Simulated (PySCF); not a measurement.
C8H11N.
Bonds: C1–C2, C2–C3, C2–C4, C4–C5 (aromatic), C5–C6 (aromatic), C6–N7 (aromatic), N7–C8 (aromatic), C8–C9 (aromatic), C4–C9 (aromatic). Hydrogens: H10, H11, H12 on C1; H13 on C2; H14, H15, H16 on C3; H17 on C5; H18 on C6; H19 on C8; H20 on C9.

The geometry is computed with GFN2-xTB (gas phase).

**Question.** List the bond lengths, angles and torsions at this level.

**Answer.** 
```
                   bond  length (Å)     order
           C1–C2, C2–C3       1.530    single
                  C2–C4       1.507    single
           C4–C5, C4–C9       1.391  aromatic
           C5–C6, C8–C9       1.385  aromatic
           C6–N7, N7–C8       1.322  aromatic
C1–H10 and 5 like bonds       1.088    single
                 C2–H13       1.096    single
         C5–H17, C9–H20       1.080    single
         C6–H18, C8–H19       1.083    single
```

Bonds in one row agree within 0.01 Å and their mean is given. Orders are formal, as drawn. A selection of angles:
```
   angle  degrees
C1–C2–C3    110.8
C1–C2–C4    110.6
C2–C4–C5    121.9
C5–C4–C9    117.1
C4–C5–C6    119.0
C5–C6–N7    123.7
C6–N7–C8    117.5
```

Torsions: C1–C2–C4–C5 -62° (synclinal).

The 6-membered ring C4–C5–C6–N7–C8–C9 has internal angles of 117.1° to 123.7°; it is planar, 0.00 Å rms from its mean plane, widest ring torsion 0°. N7 (pyridine-type nitrogen) is bent (angle 117.5°). Of the pairs four or more bonds apart, H13···H20 is among the closest relative to their van der Waals radii: 2.33 Å, 97 % of the sum of Bondi's values. The 7 C–C bonds span 1.385 Å (C5–C6, aromatic) to 1.530 Å (C2–C3, drawn single), a spread of 0.145 Å.

Point group: Cs (every atom within 0.08 Å of its image). No frequency check. One conformer, not necessarily the lowest.
